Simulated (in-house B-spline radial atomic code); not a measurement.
Values are calculated unless marked as measured or tabulated.
Softness against transferability: the 4s channel of Se

Se, [Ar] 3d10 4s2 4p4, non-relativistic PBE, spherical and spin-unpolarised, from a B-spline radial code for spherical atoms (atomic units). The all-electron 4s level is ε = -0.614455 hartree, its outermost node lies just inside 0.72 bohr and its outer maximum at 1.55 bohr.

Troullier-Martins pseudo-orbitals are made for several radii. The cutoffs (hartree) are the plane-wave energies beyond which the orbital holds less than the named kinetic energy per electron. The phase error is the difference, pseudo minus all-electron, of arctan(R P'/P) at R = 2.47 bohr for all radii, half a hartree below and above the level.

```
r_c (bohr)  V_l(0) (hartree)  cutoff for 10 mEh  for 1 mEh  for 0.1 mEh  phase error at ε − 0.5 (mrad)  at ε + 0.5 (mrad)
      1.16             -7.75               23.4       51.2          125                           -1.8               -3.3
      1.35              1.72               7.84       22.3         45.3                           -1.0               -1.5
      1.55              3.36               7.68       20.7         37.3                           -0.9               -1.2
      1.75              2.13               7.07         19         33.9                           -1.3               -1.9
      1.95              0.95                6.2       16.1         27.4                           -2.6               -3.7
      2.17              0.10               5.25       12.9         17.8                           -5.5               -7.7
```

(1) Which radius needs the lowest cutoff for 0.1 mEh while both phase errors stay within 3.4 mrad?

(2) What does the larger radius buy, and what does it cost?

## Answers

(1) The radii within that limit are 1.16, 1.35, 1.55, 1.75 bohr; of these r_c = 1.75 needs the least, 33.9 hartree, that is 67.8 Ry or 922 eV.

(2) From r_c = 1.16 to 2.17 bohr the cutoff for 1 mEh goes from 51.2 to 12.9 hartree, a factor of 3.97, against 3.50 for a pure 1/r_c² scaling, end to end; step by step it is 51.2, 22.3, 20.7, 19, 16.1, 12.9, and for 0.1 mEh 125, 45.3, 37.3, 33.9, 27.4, 17.8; the number of plane waves goes as the cutoff to the power 3/2, here a factor of 7.9. The larger of the two phase errors is least at r_c = 1.55 bohr, 1.2 mrad; it is 3.3 at the smallest radius and 7.7 at the largest. These errors test the reference atom alone. The smallest radius lies well inside the outer maximum, where the nodeless form must bend sharply to keep the norm, so it is both harder and scatters less well than the next. Large radii also let the cores of neighbours overlap, which an atom doesn't show.
